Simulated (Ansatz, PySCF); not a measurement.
Complex: HF (SMILES F) (first 2 atoms) with CH2F2 (SMILES FCF); geometry from B3LYP-D3(BJ)/def2-TZVP, rigid monomers moved along the line of their centres of mass till H2···F3 is 2.55 Å.
(charge 0, multiplicity 1):
```xyz
7

F     -0.12660     0.09559    -0.06366
H      0.19282     0.62387     0.63389
F      0.81272     0.93329     3.08970
C      0.44567    -0.14589     3.87391
F     -0.65691     0.20463     4.57394
H      1.26579    -0.34446     4.56290
H      0.20755    -0.97650     3.21025
```

Monomers are frozen at their geometry in the pair; levels with a basis set take the counterpoise correction. Rows marked so take none.

Rows in 3-21G, 6-31G* carry no dispersion term and start afresh at each structure (6-31G* with six Cartesian d functions).

Codes used: Ansatz (Gaussian basis) for Hartree–Fock, density functionals and correlated methods; PySCF for 3-21G rows, 6-31G* rows, the dispersion terms. 

Problem. One of these levels gives -107.3 meV for the interaction energy. Name it.
A) HF/6-31G* (no counterpoise)
B) PBE-D4/def2-TZVPPD
C) HF/3-21G (no counterpoise)

Solution. B, PBE-D4/def2-TZVPPD. The others give -157.6 (HF/3-21G (no counterpoise)), -130.7 (HF/6-31G* (no counterpoise))

Ansatz is a quantum-chemistry and plane-wave program.
